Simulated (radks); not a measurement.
Question: The table gives one normalised radial function P(r) = r R(r) of Cr14+ in [Ne] (r in bohr). Calculated with a radial shooting solver on a logarithmic mesh with Libxc functionals: scalar-relativistic Kohn-Sham, PBEsol, spin-polarised, spherical densities, finite nucleus; Fermi nuclear charge, rms radius 3.6452 fm.

| r | P |
|---|---|
| 0.003417 | 0.7563 |
| 0.00414 | 0.8980 |
| 0.005056 | 1.0697 |
| 0.006127 | 1.2595 |
| 0.007483 | 1.4846 |
| 0.009067 | 1.7267 |
| 0.01107 | 2.0038 |
| 0.01342 | 2.2888 |
| 0.01626 | 2.5836 |
| 0.01986 | 2.8869 |
| 0.02406 | 3.1552 |
| 0.02939 | 3.3846 |
| 0.03561 | 3.5276 |
| 0.04315 | 3.5652 |
| 0.0527 | 3.4649 |
| 0.06386 | 3.2199 |
| 0.07799 | 2.8152 |
| 0.0945 | 2.3141 |
| 0.1145 | 1.7573 |
| 0.1399 | 1.1919 |
| 0.1695 | 0.7300 |
| 0.207 | 0.3778 |
| 0.2508 | 0.1691 |
| 0.3063 | 0.0590 |
| 0.3712 | 0.0167 |
| 0.4497 | 0.0035 |
| 0.5493 | 0.0005 |
| 0.6656 | 0.0000 |
| 0.8129 | 0.0000 |
| 0.985 | 0.0000 |

Which n and l does it have? It may be an empty orbital.

Answer: n = 1, l = 0: the number of nodes gives n - l - 1 = 0, the rise at small r (about r^(l+1)) gives l, and the extent must fit the shell. The curve is that of 1s. 1s: eigenvalue -6308.8 eV, 0 radial nodes, <r> = 0.0636 bohr, 90 % of the charge inside 0.113 bohr.
